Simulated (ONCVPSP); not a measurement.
## Varying the ONCV potential for Mo

Base potential:

ONCVPSP 4.0.1 input, shortened (lines: element, Z, core and valence counts, functional; n l f; lmax; l rc ep ncon nbas qcut; lloc lpopt rc5 dvloc0; l nproj debl; icmod fcfact rcfact), PBE, scalar-relativistic:

```
  Mo 42.00    6    4        4      upf
    1    0    2.00
    2    0    2.00
    2    1    6.00
    3    0    2.00
    3    1    6.00
    3    2   10.00
    4    0    2.00
    4    1    6.00
    4    2    4.00
    5    0    2.00
    2
    0    1.65    0.00    4    8    5.80
    1    1.30    0.00    3    8    7.40
    2    2.10    0.00    3    8    7.80
    4    5    1.05    6.00
    0    2    3.80
    1    2    2.10
    2    3    0.60
    1    0.60    0.00
```

All-electron outer shells of the reference configuration (PBE, scalar-relativistic, ld1.x):

```
shell  level (eV)  outermost node (bohr)  outermost maximum (bohr)
   3d     -223.96                      –                      0.32
   4s      -67.10                   0.51                      0.99
   4p      -41.09                   0.52                      1.06
   4d       -5.65                   0.53                      1.35
   5s       -4.88                   1.33                      2.86
```

Cutoffs, loose and tight: the cutoffs (Ha) at which the residual kinetic energy of the hardest occupied pseudo-wave falls to 1 and 0.1 mHa per electron. They do not see the model core or the augmentation charge, which bear on the density cutoff. Test errors are all-electron minus pseudo excitation energies from the reference, over the configurations 4s2 4p6 4d5 5s1; 4s2 4p6 4d5 5s0; 4s2 4p6 4d4 5s0; 4s2 4p6 4d4 5s1 5p1. A dash means not determined; rows that change the core or the reference have their own tests.

```
     change    outcome  cutoff, loose  cutoff, tight  bound ghosts  GHOST(+) flags above zero  largest test error (meV)
       base  generated          23 Ha          54 Ha          none                          s                      -8.9
s: qcut 5.6  generated          23 Ha          54 Ha          none                          s                      -9.3
s: qcut 6.4  generated          23 Ha          54 Ha          none                       none                      -7.8
s: qcut 7.3  generated          23 Ha          54 Ha          none                          s                      -6.4
s: qcut 7.7  generated          23 Ha          54 Ha          none                          s                      -6.0
s: qcut 8.6  generated          23 Ha          54 Ha          none                          s                      -5.2
```

**Question.** What comes out with this change to the base: s: qcut 4.2?

**Answer.** outcome: generated; cutoff, loose: 50 Ha; cutoff, tight: 65 Ha; bound ghosts: none; GHOST(+) flags above zero: s; largest test error (meV): -13.

**Question.** What comes out with this change to the base: s: qcut 3.5?

**Answer.** outcome: generated; cutoff, loose: 54 Ha; cutoff, tight: 67 Ha; bound ghosts: none; GHOST(+) flags above zero: s; largest test error (meV): -13.

**Question.** What comes out with this change to the base: s: qcut 4.8?

**Answer.** outcome: generated; cutoff, loose: 28 Ha; cutoff, tight: 63 Ha; bound ghosts: none; GHOST(+) flags above zero: s; largest test error (meV): -11.

Reading the sweep of the qcut of the s channel (base included, trends over the rows without a ghost): The loose cutoff is not monotonic: lowest 23 Ha at 5.6 1/bohr, highest 54 Ha at 3.5 1/bohr. The median size of the test errors (rows with all tests solved) falls from 9.0 meV at 3.5 to 2.7 meV at 8.6 1/bohr.
